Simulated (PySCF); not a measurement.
Gas-phase thermal properties of SnI4

Energies from PySCF (xtb for GFN2), thermal terms from the rigid-rotor harmonic-oscillator model, ideal gas at 1 bar. All species are closed-shell singlets. I, Sn: scalar-relativistic def2 core potential, no spin-orbit coupling. The harmonic model lacks anharmonicity and excited electronic states, which grow with temperature; levels with a mode under 35 cm⁻¹ are left out. Soft modes under 120 cm⁻¹ make the harmonic entropy rough for SnI4.

```json
[
 {"level": "GFN2-xTB", "point group": "Td", "σ": "12", "ZPE (kJ/mol)": "6.0", "S°298 (J/mol/K)": "454.4", "Cp298 (J/mol/K)": "105.6", "S°1000 (J/mol/K)": "584.0", "H1000 − H298 (kJ/mol)": "75.3"},
 {"level": "PBE/def2-SVP", "point group": "Td", "σ": "12", "ZPE (kJ/mol)": "6.1", "S°298 (J/mol/K)": "452.2", "Cp298 (J/mol/K)": "105.5", "S°1000 (J/mol/K)": "581.9", "H1000 − H298 (kJ/mol)": "75.3"},
 {"level": "PBE0/def2-TZVP", "point group": "Td", "σ": "12", "ZPE (kJ/mol)": "6.5", "S°298 (J/mol/K)": "447.7", "Cp298 (J/mol/K)": "105.3", "S°1000 (J/mol/K)": "577.2", "H1000 − H298 (kJ/mol)": "75.3"}
]
```
σ: rotational symmetry number. Electronic degeneracy used: 1. Frequencies are unscaled.
